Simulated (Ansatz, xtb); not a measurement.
AlGeH6Si: where a starting geometry ends

The starting geometry of this gas-phase doublet was built from a drawn formula by distance geometry and a force field; its bonds are those of `[AlH2][GeH2][SiH2]`.

```yaml
atoms:
  - { symbol: Al, position_ang: [0.1054, 1.6631, -1.4194] }
  - { symbol: Ge, position_ang: [0.0689, -0.5500, -0.4842] }
  - { symbol: Si, position_ang: [2.2460, -1.2892, -0.1333] }
  - { symbol: H, position_ang: [-0.3617, 2.8854, -0.5096] }
  - { symbol: H, position_ang: [-0.3861, 1.7600, -2.9776] }
  - { symbol: H, position_ang: [-0.6740, -0.5064, 0.9236] }
  - { symbol: H, position_ang: [-0.6793, -1.5446, -1.4002] }
  - { symbol: H, position_ang: [2.9593, -0.3503, 0.7299] }
  - { symbol: H, position_ang: [2.9067, -1.3117, -1.4581] }
```

**Question.** Where would you expect an optimisation with r2SCAN-D4/def2-SVP to take it?

**Answer.** It keeps its bonds, and is `[AlH2][GeH2][SiH2]`.

The energy falls by 0.41 eV over 11 steps:

```csv
step,E − E(last) (eV)
1,0.413
2,0.114
3,0.103
4,0.059
5,0.024
7,0.005
8,0.001
9,0.001
10,0.000
11,0.000
```

Final geometry (Å):

```yaml
atoms:
  - { symbol: Al, position_ang: [0.0048, 1.5317, -1.3876] }
  - { symbol: Ge, position_ang: [-0.2438, -0.6921, -0.3919] }
  - { symbol: Si, position_ang: [2.1098, -0.9725, -0.2899] }
  - { symbol: H, position_ang: [0.1933, 2.7811, -0.4250] }
  - { symbol: H, position_ang: [0.1669, 1.6475, -2.9634] }
  - { symbol: H, position_ang: [-0.7943, -0.7981, 1.0378] }
  - { symbol: H, position_ang: [-0.8173, -1.8233, -1.2577] }
  - { symbol: H, position_ang: [2.7936, 0.0360, 0.5840] }
  - { symbol: H, position_ang: [2.7721, -0.9540, -1.6351] }
```

From the same start GFN2-xTB ends elsewhere, differing in Al1–H6 (1.90 against 3.46 Å here), Al1–H7 (1.61 against 3.46 Å here), Ge2–H7 (2.69 against 1.54 Å here).

The end wasn't checked by frequencies. Open shells are spin-unrestricted. Run with Ansatz 0.2.0, 73 s on 2 threads of Intel(R) Xeon(R) Platinum 8259CL CPU @ 2.50GHz (Skylake/Cascade Lake) (shared host).
